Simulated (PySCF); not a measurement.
C₅H₇BO, SMILES C(#C)B1OC[C@@H]1C. Geometry optimised at PBE0-D3(BJ)/def2-SVP. The structure was generated by enumeration; whether it is a known compound was not checked.

Problem. Give the equilibrium geometry at PBE0-D3(BJ)/def2-SVP (PySCF confirms it by a frequency run) as Cartesian coordinates in Å. (The exact figures need the calculation; the answer reports its results.)

Solution. 
```xyz
14

C      2.9878     0.4712     0.4094
C      1.8445     0.0984     0.2206
B      0.3883    -0.3065     0.0235
O     -0.0762    -1.3573    -0.7132
C     -1.4439    -0.9873    -0.4105
C     -1.0455     0.2058     0.4793
C     -1.5363     1.5889     0.0928
H      4.0015     0.7923     0.5706
H     -1.9674    -1.8211     0.0837
H     -1.9791    -0.7193    -1.3361
H     -1.2426     0.0024     1.5452
H     -1.0240     2.3645     0.6821
H     -2.6194     1.7049     0.2616
H     -1.3412     1.8055    -0.9697
```
Charge 0, spin multiplicity 1.
